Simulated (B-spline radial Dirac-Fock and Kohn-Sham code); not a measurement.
Gd 2p3/2: cross section and angular parameters

System: the free gadolinium atom, 1s2 2s2 2p6 3s2 3p6 3d10 4s2 4p6 4d10 4f7 5s2 5p6 5d1 6s2; threshold 7243.0 eV (tabulated edge). Model: Dirac-Hartree-Slater photoionisation with a Latter tail; cross sections with all multipoles, angular parameters from the dipole term and its interference with E2. Program: a radial atomic solver.

```
hν (eV)  σ (kb)      β      γ      δ
   9130    34.3  1.470  0.004  0.042
 9251.7       ?      ?      ?      ?
   9550    30.3  1.494  0.145  0.048
  12000    15.8  1.533  0.793  0.066
  12400    14.4  1.533  0.879  0.069
  14100    9.85  1.519  1.201  0.079
```

Q: Give the values at Ga Kα (9251.7 eV).

A: σ = 33.1 kb, β = 1.478, γ = 0.046, δ = 0.044.

Values without a named source are computed, but for edge energies of neutral atoms, which are taken from tables.
